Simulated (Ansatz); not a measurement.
Ansatz (a first-principles code) input:

Ansatz 0.2 input:
```yaml
crystal:
  periodic: [false, false, false]
  atoms:
    - {symbol: S, position_ang: [-0.99245769, 0.02474353, 0.46498964]}
    - {symbol: S, position_ang: [0.89364365, 0.03051785, -0.48028129]}
    - {symbol: H, position_ang: [1.58102472, -0.88418214, 0.24466650]}
basis:
  gaussian:
    orbitals: def2-SVP
total_charge: -1
magnetization: {spin_polarized: false}
correlation: {method: ccsd_t, electrons: outside_noble_gas}
```

Which total energy does the run end on?

-795.68092 Eh (CCSD(T)/def2-SVP). The basis has 41 functions.

It need not be the lowest isomer of its formula. Whether it binds its extra electron was not tested at this geometry.
